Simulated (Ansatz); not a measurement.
The same path of BCl2H + F (5 atoms, charge 0, multiplicity 2) was run twice with different band settings. Lost on the way: B1–H2. Made: H2–F5.

These are results of Ansatz 0.2.0, UHF/def2-SVP, not measurements.

Relaxed end points:

```xyz
5
Properties=species:S:1:pos:R:3
B 0.000 0.000 -0.267
H 0.000 0.000 0.919
Cl 1.519 0.000 -1.135
Cl -1.519 0.000 -1.135
F 0.000 0.000 3.857
```

```xyz
5
Properties=species:S:1:pos:R:3
B -0.001 0.405 -0.619
H 0.005 0.489 2.679
Cl 1.537 -0.311 -1.006
Cl -1.539 -0.311 -1.007
F -0.002 -0.271 2.193
```

Common settings: movable images 5; climbing image yes; spring 5.0 eV/Å²; optimiser quadratic models (default); start path through a guess of the saddle point; iteration limit 60; end points relaxed.

| run | force threshold |
| --- | --- |
| 1 | 0.05 eV/Å |
| 2 | 0.2 eV/Å |

**Question.** What does each run give, and how far can it be trusted?

**Answer.** Run 1: converged after 22 iterations, highest image 0.905 eV above the first end. A vibrational analysis at the climbing image gives one clearly imaginary mode, 2678i cm⁻¹: a first-order saddle point.
Run 2: converged after 22 iterations, highest image 0.906 eV above the first end. The threshold of 0.2 eV/Å is loose, so the images may lie well off the minimum-energy path. Another band between the same ends (5 images) ends at a top of the same energy, where a vibrational analysis finds 1 clearly imaginary mode.
